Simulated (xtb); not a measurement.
CH3S (SMILES [CH2-]S), charge -1, singlet, at a GFN2-xTB geometry. Base run: GFN2-xTB run with xtb.

Geometry (Å):
```xyz
5

C     -0.1831     1.1614     0.0151
S     -0.0480    -0.5637    -0.0115
H      1.2960    -1.1431     0.0193
H      0.2576     1.5812     0.9363
H      0.3125     1.6132    -0.8621
```
Charge -1, spin multiplicity 1.
All else is at xtb's defaults.
Base energy -7.02605 Eh.

Each row names what was changed in the base input (with any setting that the change needs).

```
change         ΔE vs base (kcal/mol)  HOMO-LUMO gap (eV)  G_solv (kcal/mol)  SCF cycles
-------------  ---------------------  ------------------  -----------------  ----------
base                           0.000                3.84                  -          11
alpb = dmf                    -53.09                3.91             -53.28          11
etemp = 10000                  -9.95                4.12                  -          11
etemp = 1000                   0.000                3.84                  -          11
alpb = dmso                   -54.52                3.92             -54.80          11
acc = 1000                     0.007                3.86                  -           5
etemp = 3000                  -0.014                3.84                  -          11
```

ALPB and GBSA are two models with their own fitted parameters for each solvent, which aren't always the measured dielectric constant.
